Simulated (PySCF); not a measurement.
**MoH₄: tetrahedral to square-planar path**

Level of theory: Ur2SCAN in PySCF with Mo def2-TZVP with ECP28, H def2-TZVP; scalar-relativistic core potentials, no spin–orbit coupling; density-fitted integrals.

Rigid scan from the triplet minimum (Mo–H 1.689 Å (×4); H–Mo–H 109.5° (×6)). Coordinate: D2d path, angle between each bond and the S4 axis (54.74 tetrahedral, 90 square planar), bonds fixed. Energies in kJ/mol from the minimum.

**Question.** Predict the curve at 45.0, 50.0, 54.7, 60.0, 66.0, 72.0, 78.0, 84.0, 90.0.

**Answer.** 
```
angle of the bonds to the S4 axis (°)  E (kJ/mol)  ⟨S²⟩
                                 45.0        26.1  2.04
                                 50.0         6.6  2.04
                                 54.7         0.0  2.03
                                 60.0         9.5  2.04
                                 66.0        47.5  2.05
                                 72.0       118.7  2.11
                                 78.0       220.9  2.34
                                 84.0       334.9  2.93
                                 90.0       437.2  3.57
```

With the bonds held, the square planar shape lies 437.2 kJ/mol from the minimum.

Spin contamination is strong at 78.0, 84.0, 90.0, so these points are less reliable.

With open d or f shells other occupations or spin states may lie lower.

Other isomers or separated fragments may lie lower.
